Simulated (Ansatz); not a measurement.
`F[Si]1([GeH3])CO1` + `C=C(Cl)[TeH]` → `C=[C]([GeH3])[TeH]` + `F[Si]1(Cl)CO1`  (redistribution)

Isolated molecules relaxed with PBE0-D4/def2-TZVP in Ansatz; ΔE leaves out vibrations. CCSD(T)/CBS is the MP2 limit (def2-TZVPP, def2-QZVPP) plus CCSD(T) − MP2 in def2-TZVPP, frozen cores. Functionals use def2-TZVPP. B3LYP here is the variant with VWN-RPA as its local correlation; programs differ in this. Elements past krypton have def2 core potentials. For Ge, Te outer-core shells are correlated without core-valence functions, which leaves a few kJ/mol of doubt a bond. Scalar relativity is left out up to krypton.

`F[Si]1([GeH3])CO1`:

Cartesian coordinates in Å:
```
F 0.601 0.572 2.071
Si -0.089 0.202 0.684
Ge 1.481 -0.846 -0.740
C -1.646 0.984 0.234
O -1.613 -0.411 0.766
H 0.816 -1.060 -2.105
H 1.898 -2.196 -0.144
H 2.718 0.047 -0.899
H -2.140 1.671 0.918
H -2.025 1.035 -0.784
```

`C=C(Cl)[TeH]`:

Z-matrix (Å, degrees):
```
C
C 1 1.325
H 1 1.084 2 121.2
H 1 1.083 2 120.5 3 179.8
Cl 2 1.726 1 121.0 3 -2.4
Te 2 2.104 1 121.8 3 173.3
H 6 1.658 2 93.1 1 138.6
```

`C=[C]([GeH3])[TeH]`:

Z-matrix (Å, degrees):
```
Ge
C 1 1.945
H 1 1.536 2 109.9
H 1 1.539 2 108.4 3 -120.8
H 1 1.538 2 109.2 3 119.3
Te 2 2.106 1 118.0 3 -61.1
C 2 1.330 1 121.9 3 114.7
H 6 1.659 2 93.6 1 -30.3
H 7 1.087 2 123.2 1 180.0
H 7 1.087 2 120.8 1 0.1
```

`F[Si]1(Cl)CO1`:

Cartesian coordinates in Å:
```
F -0.788 -1.232 1.565
Si -0.417 -0.644 0.151
Cl -1.620 -1.526 -1.197
C 0.434 0.904 -0.072
O 1.151 -0.435 -0.204
H 0.815 1.482 0.767
H 0.424 1.451 -1.010
```

CCSD(T)/CBS gives -135.1 kJ/mol.

Q: Another level gave -137.1 kJ/mol. Which?
A. HF/def2-TZVPP
B. PBE-D4/def2-TZVPP
C. B3LYP/def2-TZVPP
D. CCSD(T)/def2-TZVPP

A: D. CCSD(T)/def2-TZVPP -137.1, B3LYP -119.9, PBE-D4 -108.7, HF/def2-TZVPP -148.2 kJ/mol.

Largest T1 diagnostic among the species: 0.013.

The D4 term adds −3.5 kJ/mol with B3LYP and −1.9 kJ/mol with PBE0; it sums over pairs of atoms, weighted by their polarisabilities, and B3LYP, whose exchange is more repulsive, gets the larger term. From PBE to PBE0 (25 % exact exchange), in def2-TZVPP and without D4, ΔE moves by −11.5 kJ/mol. In def2-TZVPP, CCSD(T) changes the Hartree–Fock value by +11.1 kJ/mol (the triples alone add +1.9 kJ/mol) and MP2 by +3.4 kJ/mol.
